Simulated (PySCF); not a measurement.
An excited-state job on Zr(NCS)4, `S=C=[N][Zr]([N]=C=S)([N]=C=S)[N]=C=S`.

Computed with TDDFT B3LYP/def2-SVPD, vertical, gas phase, core orbitals frozen in the response, def2 core potentials past Kr (PySCF 2.14.0, density-fitted response routines). Geometry: PBE0-D3(BJ)/def2-SVP. A driver script takes a list of jobs; this job's settings line and coordinates (Å) are shown.

Command:
```bash
OMP_NUM_THREADS=1 python probes_run.py task.json out
```

Input:
```
{"job": {"kind": "uv", "xc": "B3LYP", "basis": "def2-SVPD", "ip": true, "nstates": 10}, "charge": 0, "multiplicity": 1}
Zr    -0.010084     0.004425     0.005639
N      0.010431    -0.004739     2.040519
C      0.024912    -0.012131     3.247568
S      0.047670    -0.021800     4.815234
N      1.907577    -0.018571    -0.675293
C      3.045054    -0.030113    -1.079422
S      4.522146    -0.046118    -1.604653
N     -0.963357     1.674610    -0.666331
C     -1.529909     2.663748    -1.063863
S     -2.263459     3.948078    -1.584179
N     -0.973254    -1.654281    -0.674882
C     -1.531139    -2.638851    -1.094866
S     -2.255967    -3.916386    -1.643281
```

Output:
```
coarse grid: 74672 points
cycle   1  E = -2005.8366712163  dE =  5.548e-01  |g| = 4.529e+00  |ddm| = 9.756e+00
cycle   2  E = -1929.6688775070  dE =  7.617e+01  |g| = 1.011e+01  |ddm| = 3.872e+01
cycle   3  E = -2007.3682741190  dE = -7.770e+01  |g| = 3.590e+00  |ddm| = 3.850e+01
cycle   4  E = -2005.8206505650  dE =  1.548e+00  |g| = 4.536e+00  |ddm| = 7.491e+00
cycle   5  E = -2010.5356410842  dE = -4.715e+00  |g| = 9.615e-01  |ddm| = 5.683e+00
cycle   6  E = -2010.5809358851  dE = -4.529e-02  |g| = 9.446e-01  |ddm| = 2.786e+00
cycle   7  E = -2010.7770970259  dE = -1.962e-01  |g| = 3.660e-01  |ddm| = 1.245e+00
cycle   8  E = -2010.8098569935  dE = -3.276e-02  |g| = 1.774e-01  |ddm| = 7.111e-01
cycle   9  E = -2010.8188857523  dE = -9.029e-03  |g| = 3.012e-02  |ddm| = 3.051e-01
cycle  10  E = -2010.8191435061  dE = -2.578e-04  |g| = 1.359e-02  |ddm| = 6.059e-02
cycle  11  E = -2010.8191870600  dE = -4.355e-05  |g| = 6.488e-03  |ddm| = 2.393e-02
cycle  12  E = -2010.8191962026  dE = -9.143e-06  |g| = 3.070e-03  |ddm| = 1.080e-02
final grid: 150192 points
cycle  13  E = -2010.8191233963  dE =  2.001e-05  |g| = 8.681e-03  |ddm| = 1.488e-02
cycle  14  E = -2010.8189081755  dE =  2.152e-04  |g| = 2.772e-02  |ddm| = 4.168e-02
cycle  15  E = -2010.8191453934  dE = -2.372e-04  |g| = 1.695e-03  |ddm| = 3.320e-02
cycle  16  E = -2010.8191461625  dE = -7.691e-07  |g| = 3.921e-04  |ddm| = 2.711e-03
cycle  17  E = -2010.8191462054  dE = -4.282e-08  |g| = 7.467e-05  |ddm| = 5.683e-04
cycle  18  E = -2010.8191462068  dE = -1.478e-09  |g| = 1.386e-05  |ddm| = 1.323e-04
cycle  19  E = -2010.8191462069  dE = -3.956e-11  |g| = 3.592e-06  |ddm| = 2.913e-05
converged SCF energy = -2010.8191462069

Static polarisability (au): isotropic 270.866, principal 268.250 272.015 272.332

Singlet excitations
state   eV       nm        f      main configurations
  1   3.5077    353.5   0.00000   H->L 0.75, H-2->L 0.20
  2   3.5103    353.2   0.00000   H-1->L+1 0.54, H-2->L 0.23, H-2->L+1 0.09
  3   3.5106    353.2   0.00000   H-2->L+1 0.43, H-1->L 0.22, H-1->L+1 0.20
  4   3.6620    338.6   0.02889   H-1->L 0.37, H-2->L+1 0.24, H-3->L+1 0.12
  5   3.6645    338.3   0.02985   H-2->L 0.36, H-1->L+1 0.14, H-5->L+1 0.14
  6   3.6648    338.3   0.02940   H->L+1 0.49, H-5->L 0.16, H-1->L 0.13
  7   3.7560    330.1   0.00002   H-3->L 0.52, H-3->L+1 0.14, H-4->L 0.12
  8   3.7578    329.9   0.00001   H-5->L 0.35, H-4->L 0.28, H-4->L+1 0.20
  9   3.7592    329.8   0.00001   H-5->L+1 0.41, H-4->L+1 0.28, H-3->L+1 0.21
 10   3.9441    314.4   0.00000   H-7->L 0.40, H-6->L+1 0.40

Triplet excitations (Tamm-Dancoff, eV): 3.3094 3.3101 3.3142 3.4139
Vertical electron affinity (delta-SCF) = 1.9833 eV
```

The SCF starts on a coarse grid where the log names one; the energy can jump when the final grid takes over, and dE then counts from the start density on the new grid. H and L stand for HOMO and LUMO; the number after each pair is its weight.

Task: How does the lowest singlet excitation compare with the HOMO–LUMO gap?

Result: HOMO -7.63 eV and LUMO -3.30 eV give a gap of 4.33 eV; S1 at 3.51 eV lies 0.82 eV below it.

Summary of the converged run: HOMO -7.63 eV, LUMO -3.30 eV; lowest singlet 3.51 eV; lowest triplet 3.31 eV (Tamm–Dancoff); mean polarisability 270.9 au.

Atoms past krypton carry effective core potentials; spin–orbit coupling is left out.

Time: 7.5 min (grids of density and orbitals included); peak memory 1.6 GiB. Hardware: AMD EPYC 7R43, one thread, shared host with 256 logical CPUs at a one-minute load of 62.
Labels such as C1 count atoms from 1, the log's own numbers from 0.
